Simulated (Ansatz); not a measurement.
```yaml
crystal:
  periodic: [false, false, false]
  atoms:
    - {symbol: F, position_ang: [0.551987, -2.277118, 0.669785]}
    - {symbol: C, position_ang: [0.214540, -1.089172, 0.238855]}
    - {symbol: C, position_ang: [-0.485848, -0.637555, -0.797053]}
    - {symbol: F, position_ang: [-1.125743, -1.168793, -1.809684]}
    - {symbol: C, position_ang: [-0.283360, 0.786674, -0.388976]}
    - {symbol: F, position_ang: [-1.396169, 1.478854, -0.064065]}
    - {symbol: F, position_ang: [0.411444, 1.561223, -1.249500]}
    - {symbol: C, position_ang: [0.533260, 0.258848, 0.819304]}
    - {symbol: H, position_ang: [0.078872, 0.483246, 1.785706]}
    - {symbol: H, position_ang: [1.584019, 0.552493, 0.798728]}
basis:
  gaussian: {orbitals: cc-pVTZ}
hamiltonian: {xc: {name: PBE0}, dispersion: rvv10}
scf: {lower_state_search: off}
```

```sh
$ ansatz run in.yaml --threads 4 --pin off --events-out ev --progress --plain --max-ram 11315MiB
```

(1) How does Ansatz answer? (Best estimate.)

## Answers

(1) Ansatz gave: The input was rejected before any iteration.
```
Error: inconsistent input (hamiltonian.dispersion, hamiltonian.xc): `dispersion: rvv10` has no transferable b for PBE exchange — Sabatini et al. (2013) fitted b=6.3 to rPW86, and the PBE refits of Peng & Perdew (2017) are task-dependent (b=6.6 S22 / b=10.0 layered). Use `xc: {exchange: rpw86, correlation: pbe}` for the original rVV10 or `xc: r2scan` for the r²SCAN+rVV10 pairing
```
